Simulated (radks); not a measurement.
These are the eigenvalues of the occupied orbitals of an atom or ion with whole-number occupations (hartree). All-electron calculation, scalar-relativistic Kohn-Sham, r2SCAN, spin-polarised, spherical densities, finite nucleus; meta-GGA in the generalised Kohn-Sham scheme; Fermi nuclear charge, rms radius of each element as measured or else 0.836 A^(1/3) + 0.57 fm. Program: a radial shooting solver on a logarithmic mesh with Libxc functionals.

orbital  eigenvalue
1s        -204.4722

Which element is it, and in what charge state? The configuration may be excited. Open shells, if any, are filled with parallel spins first.

Answer. Z = 21, scandium, charge +19: Sc19+ in [He]. The 1s level, -204.47 hartree, gives Z - s = 20.2 by -(Z - s)^2/2, which with screening and relativity narrows Z to a few neighbours, and with so few levels the electron count can be read from the list.
